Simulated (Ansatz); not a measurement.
Reaction (ligand exchange at a B–C bond): `C/C=C\BCl` + H₂Te → `ClB[TeH]` + propene

Isolated molecules relaxed with PBE0-D4/def2-TZVP in Ansatz; ΔE leaves out vibrations. CCSD(T)/CBS adds triple-zeta CCSD(T) − MP2 to the extrapolated MP2 energy (def2 sets, frozen cores). DFT in def2-TZVPP. B3LYP here is the variant with VWN-RPA as its local correlation; programs differ in this. Elements past krypton have def2 core potentials. For Te outer-core shells are correlated without core-valence functions, which leaves a few kJ/mol of doubt a bond. One conformer a species, not always the lowest.

| species | B3LYP-D4 energy (Eh) |
| --- | --- |
| `C/C=C\BCl` | -603.10594 |
| H₂Te | -269.30767 |
| `ClB[TeH]` | -754.45688 |
| `C=CC` | -117.96675 |

Problem. Work out ΔE.

Solution. ΔE = (-754.45688) + (-117.96675) − (-603.10594) − (-269.30767) = -0.01002 Eh = -6.3 kcal/mol. CCSD(T)/CBS gives -8.6 kcal/mol.

Largest T1 diagnostic among the species: 0.014.

In def2-TZVPP, CCSD(T) changes the Hartree–Fock value by −3.2 kcal/mol (the triples alone add −0.6 kcal/mol) and MP2 by −4.3 kcal/mol.
